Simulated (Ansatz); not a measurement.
`O[SiH2][AlH][SnH3]`. Charge 0, multiplicity 1. Sn: def2 effective core potential. All single points use the PBE0-D4/def2-TZVP geometry. It is one conformer, not always the lowest.

```xyz
11

O     1.744   -1.572    0.227
Si    1.950    0.001    0.715
Al   -0.200    1.205    0.626
Sn   -2.078   -0.027   -0.812
H     1.134   -1.730   -0.496
H     2.962    0.700   -0.139
H     2.534   -0.083    2.082
H    -0.497    2.602    1.324
H    -1.405   -1.402   -1.597
H    -3.382   -0.622    0.124
H    -2.763    0.929   -2.055
```

(1) What is the dipole moment at ωB97M-V/def2-TZVPP? (Estimate.)

(2) And with PBE, r2SCAN, B3LYP? (Best estimate.)

(3) Give the Mulliken charges with ωB97M-V, B3LYP, r2SCAN in def2-TZVPP. (An estimate is asked.)

Answers

(1) Computed: 1.14 D, with components (-0.35, 1.08, -0.14) D in this frame, pointing from negative to positive charge.

(2) Ansatz gave: PBE 0.95 D, r2SCAN 1.01 D, B3LYP 1.12 D.

(3) The calculation gave: 
```csv
atom,ωB97M-V,B3LYP,r2SCAN
O1,-0.38,-0.39,-0.41
Si2,0.22,0.31,0.29
Al3,0.35,0.33,0.45
Sn4,0.11,0.25,0.19
H5,0.18,0.19,0.20
H6,-0.06,-0.10,-0.10
H7,-0.03,-0.07,-0.08
H8,-0.09,-0.12,-0.15
H9,-0.12,-0.15,-0.15
H10,-0.09,-0.12,-0.12
H11,-0.09,-0.13,-0.12
```

B3LYP here is the variant with VWN-RPA as its local correlation; programs differ in this.
